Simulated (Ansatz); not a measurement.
One geometry of the cluster Ru5, several levels of theory.

```yaml
crystal:
  periodic: [false, false, false]
  atoms:
    - {symbol: Ru, position_ang: [-0.608951, 0.917145, 1.072793]}
    - {symbol: Ru, position_ang: [-1.253476, -0.252553, -1.046159]}
    - {symbol: Ru, position_ang: [-0.295760, -1.518371, 0.580016]}
    - {symbol: Ru, position_ang: [0.600269, 1.059768, -1.116351]}
    - {symbol: Ru, position_ang: [1.557918, -0.205989, 0.509711]}
basis:
  gaussian: {orbitals: def2-TZVP, initial_orbitals: start.molden}
magnetization: {spin_polarized: true, initial_magnetization: 2}
hamiltonian: {xc: r2scan, dispersion: d4}
scf: {omitted_lower_state_checks: [starts]}
output: {orbitals: {seedname: orbitals}}
```

The file start.molden holds the orbitals of an earlier run on this structure, at another level or in another basis.

```sh
$ ansatz run in.yaml --threads 4 --pin off --events-out ev --progress --plain --max-ram 4787MiB
```

Output, abridged:

```
Functional definition: r2SCAN
1770 factors; their error is unknown
mean field evaluation 1: about -12917.1708 eV, gradient 4.7e0 eV
mean field evaluation 2: about -12917.4315 eV, gradient 6.5e-1 eV
mean field evaluation 4: about -12917.4791 eV, gradient 7.9e-2 eV
mean field evaluation 8: about -12917.4792 eV, gradient 3.2e-3 eV
mean field evaluation 16: about -12917.4792 eV, gradient 4.6e-5 eV
mean field -12917.47918905 eV, -474.7086044158 hartree, gradient 2.8e-6 eV, S^2 2.952507; 0 other end points of the search recorded, 0 dependent functions left out
reference -12917.47922632 eV, -474.7086057855 hartree; 41, 39 occupied and 159, 161 virtual orbitals, 1770 factors
Total energy: -12917.55382767 eV, -474.7113473345 hartree
Checks for a lower state left out: starts
```

Run time 2.4 min (4 threads of Arm Neoverse N1 on a shared host), peak host memory 0.94 GiB.

The first input with `hamiltonian: {xc: pbe, dispersion: d4}` (abridged; 60 s):

```
Functional definition: PBE
mean field evaluation 16: about -12917.4339 eV, gradient 9.0e-5 eV
mean field -12917.43390339 eV, -474.7069401983 hartree, gradient 2.9e-6 eV, S^2 2.162623
Total energy: -12917.88260911 eV, -474.7234298296 hartree
Checks for a lower state left out: starts
```

The first input with `gaussian: {orbitals: def2-TZVP}`, `hamiltonian: {xc: pbe0, dispersion: d4}` (abridged; 2.8 min):

```
Functional definition: PBE0
mean field evaluation 16: about -12907.5546 eV, gradient 3.6e-1 eV
mean field evaluation 32: about -12907.5903 eV, gradient 1.9e-2 eV
mean field -12907.59031399 eV, -474.3451949602 hartree, gradient 6.3e-6 eV, S^2 3.690003
Total energy: -12907.97059531 eV, -474.3591700410 hartree
Checks for a lower state left out: starts
```

Geometry: PBE-D4/def2-SVP, that of the charge +1 doublet.

In the def2 sets Ru takes a core potential; there is no spin–orbit coupling. At r2SCAN-D4/def2-TZVP, PBE-D4/def2-TZVP, PBE0-D4/def2-TZVP the charge 0 triplet is spin-contaminated (final ⟨S²⟩ up to 3.69, 2.00 for a pure state). The order of the spin states hangs on the level: the singlet lies 0.10 eV below the triplet at PBE-D4/def2-TZVP, but 0.14 eV above it at r2SCAN-D4/def2-TZVP. The structure comes from a short search, and lower isomers may exist.
